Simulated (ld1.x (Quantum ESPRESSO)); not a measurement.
## Debugging a pseudopotential input (W, ld1.x (Quantum ESPRESSO) 7.5)

Command:

```bash
ld1.x < W.in > W.out
```

Input:

```
&input
   title='W', zed=74., rel=1, dft='PBESOL', iswitch=3,
   config='[Ar] 4f14 5d4 6s1 6p1',
   nld=3, rlderiv=4.55, eminld=-2.0, emaxld=5.0, deld=0.02
 /
 &inputp
   pseudotype=3, tm=.true., lloc=-1, rcloc=1.60,
   nlcc=.true., new_core_ps=.true.,
   file_pseudopw='W.UPF', file_wfcaegen='ae.wfc', file_wfcncgen='nc.wfc', file_beta='beta', file_chi='chi', file_wfcusgen='us.wfc'
 /
6
6S  1  0   1.00   0.00  1.85  2.45  0.0
6S  1  0   0.00   0.70  1.85  2.45  0.0
6P  2  1   1.00   0.00  3.75  4.20  0.0
6P  2  1   0.00   1.30  3.75  4.20  0.0
5D  3  2   4.00   0.00  1.55  2.10  0.0
5D  3  2   0.00   1.00  1.55  2.10  0.0
 &test
   configts(1)='5d4 6s1 6p1'
 /
```

This is an input that runs to its end, with one change: core typed as [Ar] in place of [Xe]. The unchanged file is no sound one. Note: ghost states, extra bound levels that the all-electron valence spectrum of the same l lacks: s at -101.7 eV, d at -23.5 eV (p not tested). A true bound ghost makes a file unfit for plane-wave use. Its overlap operator is not positive definite in a basis up to 400 Ry (lowest eigenvalue p -0.13), so the file is unfit for use: the generalised eigenproblem breaks down once the basis is large enough, and its test numbers describe a broken file.

Question: How does the run end?

Answer: The program stops during the generation: "compute_chi: chi too large beyond r_c".

```
      Wfc-us  6S rcutus= 2.450  Estimated cut-off energy=    11.37 Ry

      Wfc   6S  rcut= 1.861  Using Troullier-Martins method
      Wfc-us  6S rcutus= 2.450  Estimated cut-off energy=    15.42 Ry
      l=   0 integral=    0.000031902 r(ikk)     2.775788655

 %%%%%%%%%%%%%%%%%%%%%%%%%%%%%%%%%%%%%%%%%%%%%%%%%%%%%%%%%%%%%%%%%%%%%%%%%%%%%%
     Error in routine compute_chi (1):
     chi too large beyond r_c
 %%%%%%%%%%%%%%%%%%%%%%%%%%%%%%%%%%%%%%%%%%%%%%%%%%%%%%%%%%%%%%%%%%%%%%%%%%%%%%

     stopping ...
```
